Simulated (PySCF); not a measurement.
Sn(H)3(SiH3) (H₆SiSn), SMILES [SiH3][SnH3]. Atoms are numbered in the order given.

```xyz
8

Sn     0.0000     0.0000    -0.6210
Si     0.0000     0.0000     1.9542
H     -1.3857    -0.8000    -1.2333
H      1.3857    -0.8000    -1.2333
H      0.0000     1.6001    -1.2333
H     -1.2055     0.6960     2.4630
H      1.2055     0.6960     2.4630
H      0.0000    -1.3920     2.4630
```

Geometry: B3LYP-D3(BJ)/def2-TZVP. The def2 effective core potentials stand for the cores of Sn; spin–orbit coupling is left out.

The numbers are results of IEF-PCM-ωB97X/def2-SVP (PySCF), not measurements.

The values are the electrostatic part of the solvation free energy, E(continuum) − E(gas) at the gas-phase geometry, in a cavity of scaled van der Waals radii (PySCF's table); cavitation and dispersion terms are not included. A continuum can't describe solvent molecules that bind to the metal. In vacuum the orbital gap is 12.48 eV. The dipole moment in vacuum is 0.22 D.

| solvent | ε | ΔG(elec) (kcal/mol) | dipole (D) | gap (eV) |
|---|---|---|---|---|
| water | 78.36 | -0.4 | 0.29 | 12.46 |
| 1-octanol | 9.86 | -0.3 | 0.28 | 12.46 |
| acetonitrile | 35.69 | -0.4 | 0.29 | 12.46 |
